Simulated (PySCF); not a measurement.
Broadened absorption spectrum of C3H9NOSi2

Compound: C₃H₉NOSi₂.
Numbering: `[O:1]=[CH:2][NH:3]/[C:4]([SiH3:5])=[CH:6]/[SiH3:7]` (hydrogens: H8 on C2; H9 on N3; H10, H11, H12 on Si5; H13 on C6; H14, H15, H16 on Si7)

Cartesian coordinates in Å at the PBE0-D3(BJ)/def2-SVP level; atoms count from 1:
```
atom  x, y, z in Å
O1    -2.877   -0.781   -0.286
C2    -2.722    0.417   -0.188
N3    -1.508    1.010   -0.047
C4    -0.305    0.300   -0.001
Si5   -0.369   -1.607   -0.063
C6     0.863    0.974    0.092
Si7    2.609    0.299    0.168
H8    -3.567    1.140   -0.205
H9    -1.473    2.022    0.021
H10    1.081   -1.966    0.087
H11   -1.082   -2.208    1.096
H12   -0.813   -2.142   -1.378
H13    0.800    2.074    0.124
H14    2.974   -0.511   -1.034
H15    2.865   -0.517    1.394
H16    3.512    1.492    0.212
```

Computed, not measured: PySCF, TDDFT PBE0/def2-SVPD, vertical, gas phase, core orbitals frozen in the response.

Computed states:

| state | E (eV) | f |
| --- | --- | --- |
| S1 | 5.16 | 0.118 |
| S2 | 5.19 | 0.320 |
| S3 | 6.05 | 0.0000 |
| S4 | 6.29 | 0.0043 |
| S5 | 6.30 | 0.0025 |
| S6 | 6.46 | 0.0031 |
| S7 | 6.63 | 0.0018 |
| S8 | 6.81 | 0.0018 |
| S9 | 6.89 | 0.0072 |
| S10 | 7.19 | 0.017 |

Each state is given a Gaussian of 0.3 eV full width at half maximum, with ε(max) = 2.175×10⁸ f / Δν̃ (Δν̃ the width in cm⁻¹). The width is an assumption, not a result. The curve ends short of the highest state used, and states not computed would add to its high-energy end.

Task: Give the broadened spectrum and its maxima.

Result: 
| E (eV) | ε (L mol⁻¹ cm⁻¹) |
| --- | --- |
| 4.71 | 41 |
| 4.78 | 268 |
| 4.84 | 1051 |
| 4.91 | 3925 |
| 4.97 | 9585 |
| 5.03 | 18818 |
| 5.10 | 31369 |
| 5.16 | 38364 |
| 5.23 | 36801 |
| 5.29 | 28014 |
| 5.36 | 15449 |
| 5.42 | 7314 |
| 5.49 | 2316 |
| 5.55 | 681 |
| 5.62 | 124 |
| 5.68 | 23 |
| 5.75 | 3 |
| 5.81 | 1 |
| 5.88 | 5 |
| 5.94 | 16 |
| 6.01 | 58 |
| 6.07 | 142 |
| 6.14 | 318 |
| 6.20 | 513 |
| 6.27 | 704 |
| 6.33 | 768 |
| 6.40 | 716 |
| 6.46 | 611 |
| 6.53 | 493 |
| 6.59 | 437 |

Maxima: 239 nm (5.18 eV), ε about 39000, made up of S1 (27%) and S2 (73%); 196 nm (6.34 eV), ε about 770, made up of S4 (47%), S5 (28%) and S6 (24%) (ε in L mol⁻¹ cm⁻¹; maxima over ε = 5, shares over 10%).

Task: What would ε be at 5.18 eV, the highest of these maxima, with half the width (0.15 eV)?

Result: About 76400 L mol⁻¹ cm⁻¹ against 39100, a factor of about 1.95; a lone state at its own centre would give exactly 2.

Task: On this curve, what absorbance would a 10⁻⁵ mol/L sample give at 248 nm over a 1 cm path?

Result: 248 nm is 4.999 eV, where ε is about 14000 L mol⁻¹ cm⁻¹, so A = ε c l ≈ 0.14 (Beer–Lambert, with the gas-phase spectrum and the assumed width).

Task: Coming from long wavelengths, where does ε first pass 100 L mol⁻¹ cm⁻¹?

Result: At about 261 nm (4.74 eV), 0.42 eV below S1.

The vertical ionisation energy (ΔSCF) is 8.81 eV, 1.62 eV above S10.

One conformer stands for the species.
